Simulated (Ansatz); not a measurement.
Reaction (SMILES): NC1CCCC1 + H+ -> [NH3+]C1CCCC1
Each molecule is optimised on its own at B3LYP-D3(BJ)/def2-TZVP (Ansatz, an electronic-structure program), one conformer each, not searched for the lowest.

Quantity: proton affinity (electronic energy difference), positive where the reaction releases energy, in kcal/mol. Correlated levels leave the core frozen unless marked. No spin-orbit coupling. No relativistic terms. Basis-set limits of correlation are two-point, X^-3; Hartree-Fock from the larger set.

CCSD(T)/CBS(cc-pVTZ,cc-pVQZ) (Ansatz) gives 230.0 kcal/mol.

Problem. Another calculation gave 223.0 kcal/mol. Which level was it?
A. CAM-B3LYP/def2-TZVPD (Ansatz)
B. SVWN5/def2-TZVPD (Ansatz)
C. r2SCAN0/def2-TZVPD (Ansatz)

Solution. B, SVWN5/def2-TZVPD (Ansatz). The others give 231.1 (r2SCAN0), 228.5 (CAM-B3LYP) kcal/mol.
